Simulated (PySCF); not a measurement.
# Dipole response of O (oxygen, neutral)

[He] 2s2 2p4, high-spin 3P determinant. Computed with PySCF 2.14 in aug-cc-pwCVQZ (9s8p6d4f2g, 109 functions), with the non-relativistic Hamiltonian (point nucleus). Coupled (time-dependent) response in atomic units; α is the mean over directions.

```csv
method,mean α (bohr³),"α xx, yy, zz",C₆ (like pair),S(−4)
UHF,4.745,"4.546, 5.142, 4.546",13.85,10.01
PBE,5.770,"5.344, 6.622, 5.344",17.68,17.32
PBE0,5.368,"5.037, 6.030, 5.037",16.18,14.02
TPSS,5.567,"5.184, 6.332, 5.184",17.04,15.39
revPBE,5.764,"5.333, 6.627, 5.333",17.67,17.35
```

S(−4) is the Cauchy moment in α(ω) = α(0) + S(−4) ω² + …

Reference α: 5.3 ± 0.2 bohr³ (recommended; Schwerdtfeger and Nagle, table of static dipole polarizabilities (2023 update)). Published C₆: 15.60 (Chu and Dalgarno (2004); Tang, Norbeck and Certain (1976)).

α(iu) at TPSS:

| u (hartree) | α(iu) (bohr³) |
| --- | --- |
| 0 | 5.567 |
| 0.0500 | 5.529 |
| 0.100 | 5.420 |
| 0.200 | 5.044 |
| 0.300 | 4.564 |
| 0.500 | 3.610 |
| 0.750 | 2.679 |
| 1.00 | 2.033 |
| 1.50 | 1.270 |
| 2.00 | 0.8641 |
| 3.00 | 0.4723 |
| 5.00 | 0.2036 |

A single London oscillator, α(iu) = α/(1 + u²/ω²), gives C₆ = (3/4) ω α². Matching the computed C₆ needs ω = 4 × 17.04 / (3 × 5.567²) = 0.733 hartree.

The components differ because the open shell of this determinant is not spherical; for a pure term their mean is the scalar polarisability.
